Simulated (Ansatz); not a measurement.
Isolated molecules relaxed with PBE0-D4/def2-TZVP in Ansatz; ΔE leaves out vibrations. CCSD(T)/CBS is the MP2 limit (def2-TZVPP, def2-QZVPP) plus CCSD(T) − MP2 in def2-TZVPP, frozen cores. This one scheme is used for every species. Functionals use def2-TZVPP. One conformer a species, not always the lowest.

Consider the formal hydrolysis of the Si–P bond: `CC[SiH](O)P` + H₂O → `CC[SiH](O)O` + PH₃.

Q: Is it downhill or uphill in electronic energy at CCSD(T)/CBS, and by how much? (Estimate.)

A: Ansatz gave: Downhill: ΔE = -0.97 eV.

Q: What do these levels give: ωB97X-V, ωB97M-V, PBE, PBE0, MP2/def2-TZVPP, SCS-MP2/def2-QZVPP? (Best estimate.)

A: The calculation gave: ωB97X-V -1.03, ωB97M-V -1.05, PBE -0.89, PBE0 -0.93, MP2/def2-TZVPP -1.02, SCS-MP2/def2-QZVPP -1.06 eV.

Largest T1 diagnostic among the species: 0.013.

The D4 term adds +0.09 eV with B3LYP and +0.05 eV with PBE0; it sums over pairs of atoms, weighted by their polarisabilities, and B3LYP, whose exchange is more repulsive, gets the larger term. From PBE to PBE0 (25 % exact exchange), in def2-TZVPP and without D4, ΔE moves by −0.05 eV.

B3LYP here is the variant with VWN-RPA as its local correlation; programs differ in this.
